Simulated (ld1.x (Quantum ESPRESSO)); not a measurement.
# Cr: one change to a PAW potential, before and after

chromium, PAW, made with ld1.x (Quantum ESPRESSO) 7.5 (PBE, scalar-relativistic). Core [Ar], reference 3d4 4s2 4p0. Waves: 4s (bound): rcut 2.50, rcutus 3.20 bohr; 4s channel at 0.75 Ry: rcut 2.50, rcutus 3.20 bohr; 4p (bound, empty): rcut 3.00, rcutus 3.70 bohr; 4p channel at 1.8 Ry: rcut 3.00, rcutus 3.70 bohr; 3d (bound): rcut 1.35, rcutus 1.45 bohr; 3d channel at 2.35 Ry: rcut 1.35, rcutus 1.45 bohr. Local part: all-electron potential smoothed inside 2.15 bohr (lloc = -1). Core correction: Bessel-smoothed model core inside 1.25 bohr. Augmentation charge: PSQ, inside the norm-conserving radii.

All-electron outer shells of the reference configuration (PBE, scalar-relativistic, ld1.x):

```json
{"shell": "3s", "level (eV)": "-77.96", "outermost node (bohr)": "0.36", "outermost maximum (bohr)": "0.78"}
{"shell": "3p", "level (eV)": "-49.27", "outermost node (bohr)": "0.33", "outermost maximum (bohr)": "0.80"}
{"shell": "3d", "level (eV)": "-5.99", "outermost node (bohr)": "–", "outermost maximum (bohr)": "0.82"}
{"shell": "4s", "level (eV)": "-4.91", "outermost node (bohr)": "1.11", "outermost maximum (bohr)": "2.64"}
{"shell": "4p", "level (eV)": "-1.41", "outermost node (bohr)": "1.23", "outermost maximum (bohr)": "3.52"}
```

Change: all radii but the core radius scaled by about 1.32 (s 4.22, p 4.88, d 1.92 bohr, rcut 3.30/3.96/1.78); local potential all-electron potential smoothed inside 2.84 bohr (lloc = -1).

Cutoffs: the cutoffs (Ry, on a coarse ladder) from which the occupation-weighted sum of valence levels, in a spherical-Bessel basis at the reference potential, stays within 10 and 1 mRy of its value at 400 Ry; they do not see the model core or the augmentation charge, which bear on the density cutoff. Errors are all-electron minus pseudo energies relative to the spin-unpolarised reference configuration.

Task: What does the change do?

Result: The potential gets softer (50 Ry and 80 Ry → 30 Ry and 45 Ry); the number of tests that count goes from 7 to 3 (the test run of the changed file stopped, so its transferability is not established); of the 3 tests that both files solve, the error grows in 1 and shrinks in 0 by more than 15 % and 0.3 meV (median size 72.3 → 71.4 meV); neither file shows a bound ghost at the reference potential, the only one tested. A larger radius leaves more room for a smooth pseudo-wave, so fewer plane waves are needed.

```tsv
quantity	base	changed
cutoff, loose	50 Ry	30 Ry
cutoff, tight	80 Ry	45 Ry
loose cutoff by channel (10 mRy a level)	s 6 Ry, d 40 Ry	s 6 Ry, d 25 Ry
bound ghosts	none	none
tests counted (converged, no solver errors)	7 of 7	3 of 7 (the test run stopped)
error for 3d5 4s1 4p0, meV [ΔE 0.10 eV]	-72	-71
error for 3d5 4s0 4p0, meV [ΔE 7.00 eV]	-128	-133
error for 3d4 4s0 4p0, meV [ΔE 23.05 eV]	-10	-27
lowest overlap eigenvalue by channel	s 0.37, p 0.55, d 0.64	s 0.45, p 0.85, d 0.79
```

Base: These tests converged, but a pseudo level misses the all-electron one widely, so the file describes the atom poorly there or has found another state: 3d2 4s0 4p0: empty 4s by 4.6 eV (a node warning on the way).
